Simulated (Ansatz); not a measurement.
Consider the atomization: `NC(O)BF` → B• + C• + F• + 5 H• + N• + O•.

Gas-phase electronic energies from Ansatz, PBE0-D4/def2-TZVP geometries. CCSD(T)/CBS is the MP2 limit (def2-TZVPP, def2-QZVPP) plus CCSD(T) − MP2 in def2-TZVPP, frozen cores. This one scheme is used for every species, atoms too. DFT in def2-TZVPP. B3LYP here is the variant with VWN-RPA as its local correlation; programs differ in this. No spin–orbit coupling; open shells (•) take unrestricted orbitals. Spin–orbit coupling would lower the free atoms: a little for B, C, F, O. Each species was taken in one conformer, which may not be the lowest.

**Question.** What is ΔE at CCSD(T)/CBS? (Best estimate.)

**Answer.** The calculation gave: +3826.4 kJ/mol.

**Question.** What do these levels give: PBE-D4, r2SCAN-D4, PBE0-D4, B3LYP-D4, B2PLYP, PBE, r2SCAN, PBE0, MP2/def2-TZVPP, CCSD/def2-TZVPP, HF/CBS(def2), CCSD/CBS(def2)? (Best estimate.)

**Answer.** Computed: PBE-D4 3946.6, r2SCAN-D4 3839.3, PBE0-D4 3840.9, B3LYP-D4 3840.1, B2PLYP 3801.0, PBE 3931.8, r2SCAN 3835.7, PBE0 3828.5, MP2/def2-TZVPP 3813.9, CCSD/def2-TZVPP 3656.3, HF/CBS(def2) 2701.0, CCSD/CBS(def2) 3763.9 kJ/mol.

Largest T1 diagnostic among the species: 0.014.

In def2-TZVPP, CCSD(T) changes the Hartree–Fock value by +1024.2 kJ/mol (the triples alone add +62.5 kJ/mol) and MP2 by +1119.4 kJ/mol; breaking electron pairs costs correlation energy, which Hartree–Fock lacks. The D4 term adds +23.7 kJ/mol with B3LYP and +12.3 kJ/mol with PBE0; it sums over pairs of atoms, weighted by their polarisabilities, and B3LYP, whose exchange is more repulsive, gets the larger term.

For atomizations the MP2-based limit and the directly extrapolated one differ by several kJ/mol either way, and by 10 to 25 for some Ge, Se and Sn compounds, so smaller differences from it don't rank the levels.
